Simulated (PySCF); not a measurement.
These 2 structures share the formula C5H13NSi2. The calculation used PBE0-D3(BJ)/def2-SVP geometry optimisation, gas phase (PySCF). One conformer each; no zero-point energy, no entropy. No frequencies were run at this level. Point groups hold within 0.08 Å.

Task: Order them by energy at this level, lowest first, and give relative energies in kcal/mol.
A. `[CH2:1]=[CH:2][CH2:3][N:4]1[SiH2:5][CH2:6][CH2:7][SiH2:8]1` with C1–C2–C3–N4 118°, C2–C3–N4–Si5 -53°, C3–N4–Si5–C6 -167°, N4–Si5–C6–C7 -31°, Si5–C6–C7–Si8 39°, C6–C7–Si8–N4 -31°
B. `[CH3:1][C:2]#[C:3][Si@H:4]([CH2:5][CH3:6])[NH:7][SiH3:8]` with C3–Si4–C5–C6 56°, C3–Si4–N7–Si8 -100°

Result: A (0.0), B (14.7).

As drawn, the lower has a C=C bond outside aromatic rings, which the higher lacks; the higher has a C≡C bond and an N–H bond, which the lower lacks.

```
               SMILES      E (Eh)  E rel (kcal/mol)  dipole (D)  point group       A, B, C (MHz)
C=CCN1[SiH2]CC[SiH2]1  -831.21895               0.0        0.25           C1  2594, 950.5, 749.5
CC#C[Si@H](CC)N[SiH3]  -831.19558              14.7        2.05           C1  1401, 787.8, 529.6
```

Task: How do the relative energies change in single points at PBE0/pcSseg-1 (no added dispersion term) on the same geometries?

Result: 
```
               SMILES  PBE0-D3(BJ)/def2-SVP (kcal/mol)  PBE0/pcSseg-1 (kcal/mol)  shift
C=CCN1[SiH2]CC[SiH2]1                              0.0                       0.0    0.0
CC#C[Si@H](CC)N[SiH3]                             14.7                      10.4   -4.3
```

Each column counts from its own lowest isomer. The order is unchanged; the largest shift is 4.3 kcal/mol.
